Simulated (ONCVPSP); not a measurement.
**Scattering properties, ONCV potential for sulfur**

| Quantity | Value |
| --- | --- |
| Element | sulfur |
| Generator | ONCVPSP 4.0.1 |
| Type | optimised norm-conserving Vanderbilt (ONCV) |
| Functional | PBE |
| Relativity | scalar-relativistic |
| Frozen core | [Ne] |
| Valence charge | 6 |
| Reference configuration | 3s2 3p4 |
| Partial waves | 3s: rc 1.30 bohr, ncon 4, nbas 9, qcut 4.6 1/bohr, 1 projector; 3p: rc 1.15 bohr, ncon 5, nbas 9, qcut 8.1 1/bohr, 1 projector |
| Local potential | polynomial inside 0.95 bohr (lpopt 5, dvloc0 1 Ha) |
| Core correction | polynomial model core, fcfact 0.45 |

The phase is arctan(r·R′/R) of the radial function R(r), unwrapped; energies in Ha, scanned from -2 to 5 Ha. A pole is an energy at which the radial function vanishes at the test radius. The pseudo phase is shifted by a multiple of π to meet the all-electron one at the reference energy, and phase errors are pseudo minus all-electron; the curves can meet again beyond the range given. Levels narrower than the energy grid can be missing from the lists of poles.

| channel | radius (bohr) | reference energy (Ha) | poles, all-electron | poles, pseudo | unbroken range about the reference energy with phases within 0.05 rad | phase error 1 Ha above the reference energy (rad) |
| --- | --- | --- | --- | --- | --- | --- |
| s | 1.32 | -0.63 | 4.09 | 0.17, 4.70 | below -0.1 | -2.960 |
| p | 1.17 | -0.26 | none | 3.36 | below 0.8 | -0.045 |

Note: no bound ghost flagged; GHOST(+) flagged for s at 4.8 eV.

Phases in the p channel:

| E (Ha) | all-electron | pseudo |
| --- | --- | --- |
| -1.98 | 0.867 | 0.822 |
| -1.62 | 0.761 | 0.725 |
| -1.26 | 0.624 | 0.598 |
| -0.90 | 0.446 | 0.432 |
| -0.54 | 0.222 | 0.218 |
| -0.18 | -0.042 | -0.042 |
| 0.18 | -0.316 | -0.326 |
| 0.54 | -0.564 | -0.595 |
| 0.90 | -0.766 | -0.821 |
| 1.26 | -0.924 | -1.002 |
| 1.62 | -1.045 | -1.143 |
| 1.98 | -1.138 | -1.256 |
| 2.34 | -1.212 | -1.350 |
| 2.70 | -1.271 | -1.433 |
| 3.06 | -1.320 | -1.509 |
| 3.42 | -1.361 | -1.584 |
| 3.78 | -1.396 | -1.665 |
| 4.14 | -1.427 | -1.759 |
| 4.50 | -1.454 | -1.881 |
| 4.86 | -1.478 | -2.056 |
